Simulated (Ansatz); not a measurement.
Conformers of `O[SiH](F)[SiH2]F`, each relaxed with PBE0-D4/def2-TZVP in Ansatz. CBS adds the triple-zeta coupled-cluster correction to the MP2 limit.

Not all of them had a frequency check.

Conformer A:

Z-matrix (Å, degrees):
```
Si
F 1 1.601
Si 1 2.349 2 109.8
O 1 1.635 2 110.6 3 -114.9
H 1 1.487 2 105.3 3 125.1
F 3 1.606 1 109.1 2 62.3
H 3 1.485 1 111.4 2 -57.1
H 3 1.486 1 110.7 2 -179.3
H 4 0.959 1 119.6 2 -72.6
```

Conformer B:

```xyz
9

O    -0.834    1.683    0.736
Si    0.066    0.977   -0.431
F    -0.692    1.023   -1.840
Si    0.431   -1.286    0.118
F    -0.896   -1.775    0.893
H    -1.572    1.191    1.102
H     1.287    1.802   -0.566
H     0.629   -2.168   -1.060
H     1.581   -1.446    1.047
```

(1) Which is lowest in electronic energy at CCSD(T)/CBS (frozen core, def2 sets), and by how much? (Estimate.)

(2) Give the energies relative to A (kJ/mol) with r2SCAN-D4/def2-TZVPP, ωB97X-V/def2-TZVPP, r2SCAN/def2-TZVPP, B3LYP/def2-TZVPP, MP2/def2-TZVPP, SCS-MP2/def2-QZVPP, MP2/CBS(def2). (Best estimate.)

Results:

(1) Ansatz gave: A; B lies 0.6 kJ/mol higher. Gaps under about 2 kJ/mol don't settle the order.

(2) The calculation gave: 
| level | B |
| --- | --- |
| r2SCAN-D4/def2-TZVPP | -1.0 |
| ωB97X-V/def2-TZVPP | 0.2 |
| r2SCAN/def2-TZVPP | -0.9 |
| B3LYP/def2-TZVPP | 0.5 |
| MP2/def2-TZVPP | 0.7 |
| SCS-MP2/def2-QZVPP | 0.9 |
| MP2/CBS(def2) | 0.6 |

B3LYP here is the variant with VWN-RPA as its local correlation; programs differ in this.
